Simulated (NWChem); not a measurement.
C2H6MgOS; SMILES C[O][Mg][S]C

```xyz
11

Mg     0.0155    -0.5044     0.0055
O     -0.1246    -2.2675     0.0064
C     -0.2046    -3.6371     0.0072
H      0.2310    -4.0821     0.9246
H     -1.2525    -3.9946    -0.0516
H      0.3329    -4.0891    -0.8508
S      0.2117     1.7901     0.0042
C     -1.5233     2.3814    -0.0115
H     -2.0594     2.0757    -0.9210
H     -1.4847     3.4794     0.0046
H     -2.0860     2.0509     0.8729
```
Atoms are numbered in this order, from 1.

Level: PBE0/def2-SVP (NWChem), optimised geometry, unscaled harmonic frequencies. 

```json
[
 {"frequency (cm⁻¹)": "9", "IR intensity (km/mol)": "0.2"},
 {"frequency (cm⁻¹)": "59", "IR intensity (km/mol)": "2.7"},
 {"frequency (cm⁻¹)": "67", "IR intensity (km/mol)": "0.9"},
 {"frequency (cm⁻¹)": "85", "IR intensity (km/mol)": "0.0"},
 {"frequency (cm⁻¹)": "113", "IR intensity (km/mol)": "12.9"},
 {"frequency (cm⁻¹)": "153", "IR intensity (km/mol)": "71.0"},
 {"frequency (cm⁻¹)": "188", "IR intensity (km/mol)": "56.5"},
 {"frequency (cm⁻¹)": "337", "IR intensity (km/mol)": "4.6"},
 {"frequency (cm⁻¹)": "688", "IR intensity (km/mol)": "58.6"},
 {"frequency (cm⁻¹)": "724", "IR intensity (km/mol)": "12.8"},
 {"frequency (cm⁻¹)": "953", "IR intensity (km/mol)": "8.0"},
 {"frequency (cm⁻¹)": "967", "IR intensity (km/mol)": "8.1"},
 {"frequency (cm⁻¹)": "1188", "IR intensity (km/mol)": "0.0"},
 {"frequency (cm⁻¹)": "1189", "IR intensity (km/mol)": "0.0"},
 {"frequency (cm⁻¹)": "1309", "IR intensity (km/mol)": "429.4"},
 {"frequency (cm⁻¹)": "1336", "IR intensity (km/mol)": "8.6"},
 {"frequency (cm⁻¹)": "1454", "IR intensity (km/mol)": "6.5"},
 {"frequency (cm⁻¹)": "1459", "IR intensity (km/mol)": "6.5"},
 {"frequency (cm⁻¹)": "1475", "IR intensity (km/mol)": "0.5"},
 {"frequency (cm⁻¹)": "1475", "IR intensity (km/mol)": "0.5"},
 {"frequency (cm⁻¹)": "1482", "IR intensity (km/mol)": "43.0"},
 {"frequency (cm⁻¹)": "2971", "IR intensity (km/mol)": "178.5"},
 {"frequency (cm⁻¹)": "3040", "IR intensity (km/mol)": "64.3"},
 {"frequency (cm⁻¹)": "3040", "IR intensity (km/mol)": "63.9"},
 {"frequency (cm⁻¹)": "3064", "IR intensity (km/mol)": "29.3"},
 {"frequency (cm⁻¹)": "3171", "IR intensity (km/mol)": "3.5"},
 {"frequency (cm⁻¹)": "3175", "IR intensity (km/mol)": "1.5"}
]
```

```json
{
  "zero_point_energy": "50.3 kcal/mol",
  "thermal correction to the enthalpy at 298.15 K (with zero-point energy)": "56.4 kcal/mol",
  "heat capacity Cv": "24.7 cal/(mol K)",
  "entropy at 298.15 K and 1 atm (symmetry number 1)": "98.4 cal/(mol K)",
  "dipole_moment": "1.36 D"
}
```

Rigid rotor and harmonic oscillator; modes under 100 cm⁻¹ make the entropy uncertain.
